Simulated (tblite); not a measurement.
Compound: C4H11ClOSi2.
SMILES with atom numbers: `[SiH3:1][O:2][SiH2:3][C@H:4]1[CH2:5][C@@H:6]([Cl:7])[CH2:8]1` (hydrogens: H9, H10, H11 on Si1; H12, H13 on Si3; H14 on C4; H15, H16 on C5; H17 on C6; H18, H19 on C8)

Computed geometry: GFN2-xTB, gas phase.

Question: What internal coordinates does the optimisation give?

Answer: 
```json
{"bond": "Si1–O2", "length (pm)": "162.5", "order": "single"}
{"bond": "O2–Si3", "length (pm)": "161.4", "order": "single"}
{"bond": "Si3–C4", "length (pm)": "190.2", "order": "single"}
{"bond": "C4–C5, C4–C8", "length (pm)": "154.4", "order": "single"}
{"bond": "C5–C6, C6–C8", "length (pm)": "152.7", "order": "single"}
{"bond": "C6–Cl7", "length (pm)": "177.9", "order": "single"}
{"bond": "Si1–H9, Si1–H10, Si1–H11", "length (pm)": "146.0", "order": "single"}
{"bond": "Si3–H12, Si3–H13", "length (pm)": "146.1", "order": "single"}
{"bond": "C4–H14", "length (pm)": "109.1", "order": "single"}
{"bond": "C5–H15, C8–H19", "length (pm)": "108.8", "order": "single"}
{"bond": "C5–H16, C8–H18", "length (pm)": "108.8", "order": "single"}
{"bond": "C6–H17", "length (pm)": "109.0", "order": "single"}
```

Bonds in one row agree within 1 pm and their mean is given. Orders are formal, as drawn. A selection of angles:
```json
{"angle": "Si1–O2–Si3", "degrees": "167.6"}
{"angle": "O2–Si3–C4", "degrees": "108.6"}
{"angle": "Si3–C4–C5", "degrees": "117.3"}
{"angle": "C5–C4–C8", "degrees": "88.8"}
{"angle": "C4–C5–C6", "degrees": "88.8"}
{"angle": "C5–C6–Cl7", "degrees": "116.3"}
{"angle": "C5–C6–C8", "degrees": "90.1"}
```

Torsions: O2–Si3–C4–C5 -52° (synclinal); Si3–C4–C5–C6 135° (anticlinal); C4–C5–C6–Cl7 -134° (anticlinal); C5–C6–C8–C4 14° (synperiplanar); Si3–C4–C8–C6 -135° (anticlinal).

Of the pairs four or more bonds apart, Si1···H19 is among the closest relative to their van der Waals radii: 3.40 Å, 103 % of the sum of Bondi's values. The 4-membered ring C4–C5–C6–C8 has internal angles of 88.8° to 90.1°; it is puckered, 0.10 Å rms from its mean plane, widest ring torsion 14°. Si3 (oxygen-bound silicon) is distorted tetrahedral (angles from 106.5° to 114.3°). Si1 (oxygen-bound silicon) is distorted tetrahedral (angles from 105.3° to 113.0°). O2 (siloxane oxygen) is bent (angle 167.6°).

GFN2-xTB frequencies show an imaginary mode (53i cm⁻¹), so the point is no minimum at that level.
